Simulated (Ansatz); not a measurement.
A search over several starts for the lowest SCF solution of NiHg₅Te₄Cl₄, a doped nanocrystal cut from zinc blende HgTe (Ni for one cation, 4 Cl caps) at the given spin, in a small basis.

```yaml
crystal:
  periodic: [false, false, false]
  atoms:
    - {symbol: Te, position_ang: [-1.914798, 2.359700, -1.532752]}
    - {symbol: Te, position_ang: [1.813147, -1.448876, -2.058930]}
    - {symbol: Te, position_ang: [-1.715800, -1.125194, 1.531060]}
    - {symbol: Te, position_ang: [2.167076, 2.079202, 1.966534]}
    - {symbol: Ni, position_ang: [-2.553768, 0.076854, -0.543383]}
    - {symbol: Hg, position_ang: [-0.339881, -2.684937, -0.268237]}
    - {symbol: Hg, position_ang: [0.023536, 0.580889, -2.463761]}
    - {symbol: Hg, position_ang: [0.196603, 2.756113, 0.175582]}
    - {symbol: Hg, position_ang: [2.512361, 0.373384, -0.163466]}
    - {symbol: Hg, position_ang: [0.112542, 0.294112, 3.038684]}
    - {symbol: Cl, position_ang: [-2.547718, -1.401220, -2.161410]}
    - {symbol: Cl, position_ang: [-0.064451, -4.945888, -0.976945]}
    - {symbol: Cl, position_ang: [2.031260, 2.613294, -1.972314]}
    - {symbol: Cl, position_ang: [0.279901, 0.472565, 5.429338]}
basis:
  gaussian: {orbitals: def2-SVP, initial_orbitals: start.molden}
magnetization: {spin_polarized: true, initial_magnetization: 2}
hamiltonian: {xc: pbe, dispersion: d4}
output: {orbitals: {seedname: orbitals}}
```

The file start.molden holds the orbitals of an earlier run on this structure, at another level or in another basis.

```sh
$ ansatz run in.yaml --threads 2 --pin off --events-out ev --progress --plain --max-ram 31744MiB --backend cuda --devices 0, --max-vram 18GiB
```

Shortened log:

```
Functional definition: PBE
4017 factors; their error is unknown
mean field evaluation 1: about -141157.0696 eV, gradient 9.3e0 eV
mean field evaluation 2: about -141157.4212 eV, gradient 4.8e-1 eV
mean field evaluation 4: about -141157.2791 eV, gradient 2.7e-1 eV
mean field evaluation 8: about -141157.2793 eV, gradient 3.1e-5 eV
mean field evaluation 16: about -139469.1032 eV, gradient 3.7e2 eV
mean field evaluation 32: about -141155.7168 eV, gradient 1.3e1 eV
mean field evaluation 64: about -141157.0869 eV, gradient 1.2e0 eV
mean field evaluation 96: about -141155.3348 eV, gradient 8.7e0 eV
mean field -141157.27929903 eV, -5187.4343343988 hartree, gradient 1.1e-5 eV, S^2 2.005261; 11 other end points of the search recorded, 0 dependent functions left out
reference -141157.27935993 eV, -5187.4343366369 hartree; 147, 145 occupied and 220, 222 virtual orbitals, 4017 factors
Total energy: -141159.06428963 eV, -5187.4999315936 hartree
```

Run time 34 s (2 threads of AMD EPYC 7R13 on a shared host and a share (18 GiB) of an NVIDIA H100 80GB HBM3), peak host memory 1.3 GiB.

In the def2 sets Hg, Te take a core potential; there is no spin–orbit coupling.
